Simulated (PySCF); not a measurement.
## Dipole response of Er⁵⁴⁺ (erbium, charge +54)

[Ne] 3s2 3p2, high-spin 3P determinant. Computed with PySCF 2.14 in an uncontracted even-tempered set (17 s from 13 bohr⁻², ratio 2.5; 12 p from 17 bohr⁻², ratio 2.5; 4 d from 67 bohr⁻², ratio 2.7; 4 f from 100 bohr⁻², ratio 2.7), with the spin-free X2C one-electron Hamiltonian (Gaussian nucleus). Coupled (time-dependent) response in atomic units; α is the mean over directions.

```
method  mean α (bohr³)                  α xx, yy, zz  C₆ (like pair)      S(−4)
   UHF        0.003359  0.004370, 0.002854, 0.002854       0.0001348  1.800e-05
  PBE0        0.003309  0.004327, 0.002800, 0.002800       0.0001317  1.755e-05
```

S(−4) is the Cauchy moment in α(ω) = α(0) + S(−4) ω² + …

Spin-orbit coupling is absent.

α(iu) at UHF:

| u (hartree) | α(iu) (bohr³) |
| --- | --- |
| 0 | 0.003359 |
| 2.00 | 0.003289 |
| 4.00 | 0.003098 |
| 8.00 | 0.002539 |
| 12.0 | 0.001992 |
| 16.0 | 0.001565 |
| 20.0 | 0.001253 |
| 30.0 | 0.0007912 |
| 40.0 | 0.0005615 |
| 60.0 | 0.0003534 |
| 100 | 0.0002107 |

A single London oscillator, α(iu) = α/(1 + u²/ω²), gives C₆ = (3/4) ω α². Matching the computed C₆ needs ω = 4 × 0.0001348 / (3 × 0.003359²) = 15.9 hartree.

For an ion, C₆ is the dispersion term alone; charge-induced terms of lower order in 1/R come first.

The components differ because the open shell of this determinant is not spherical; for a pure term their mean is the scalar polarisability.

Spin-orbit coupling is strong in this species (close to jj coupling), so the high-spin LS determinant is a model state, not a physical level.
